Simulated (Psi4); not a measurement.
Dimer: C2H2 (SMILES C#C) (first 4 atoms) with N2 (SMILES N#N); geometry from B3LYP-D3(BJ)/def2-TZVP, rigid monomers moved along the line of their centres of mass till H4···N6 is 2.99 Å.
(charge 0, multiplicity 1):
```xyz
6

C     -0.43737     0.42783    -1.03062
C     -0.04094     0.04011     0.03031
H     -0.79032     0.77302    -1.97159
H      0.30879    -0.30194     0.97439
N      0.50189    -0.49293     5.02379
N      0.57553    -0.56387     3.93804
```

The numbers are results of SAPT0/jun-cc-pV(D+d)Z (Psi4 1.11), not measurements.

### Question
Which attractive term is largest, and how does the interaction split up?

### Answer
electrostatics -18.6, exchange 9.1, induction -2.4, dispersion -14.2, total -26.2 meV; the largest attraction is electrostatics.
